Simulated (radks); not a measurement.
Question: All-electron atom: Ga3+ in [Ar] 3d10 (the NIST ground configuration). Calculated with a radial shooting solver on a logarithmic mesh with Libxc functionals: non-relativistic Kohn-Sham, PBE, spin-polarised, spherical densities, point nucleus. Some entries of the table are withheld. Estimate them.

orbital,occ.,eigenvalue (eV),<r> (bohr),r(max) (bohr)
1s,2,(1),0.04943,0.03261
2s,2,-1265.290,0.2215,0.1858
2p,6,-1124.854,0.1922,0.1479
3s,2,-176.6804,0.6626,(2)
3p,6,-131.0986,0.6833,0.5710
3d,10,-52.8523,(3),(4)

Answer: 
(1) 1s eigenvalue (eV): -10125.46
(2) 3s r(max) (bohr): 0.5737
(3) 3d <r> (bohr): 0.7839
(4) 3d r(max) (bohr): 0.5322
